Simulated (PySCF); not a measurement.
Zn(Br)(SiH3) (BrH3SiZn), SMILES [SiH3][Zn][Br]. Heavy atoms are numbered as in [Zn:1]([Br:2])[SiH3:3]. Hydrogens are named by the atom that carries them.

Coordinates come from a PBE-D3(BJ)/def2-SVP optimisation. The structure was generated by enumeration; whether it is a known compound was not checked.

Calculation: PBE/pcSseg-1 in PySCF.

GIAO shieldings, no solvent; atoms alike by connectivity are averaged. δ = σ(ref) − σ: ²⁹Si against TMS (σ = 335.4 ppm); ¹H against TMS (σ = 31.49 ppm), references at their B3LYP-D3(BJ)/def2-TZVP geometries, non-relativistic (without spin–orbit terms, shifts of atoms bonded to Cl or Br come out too high).

Computed chemical shifts:
```csv
nucleus,atoms,count,δ (ppm)
²⁹Si,Si3 (SiH3),1,-131.2
¹H,H on Si3,3,3.86
```
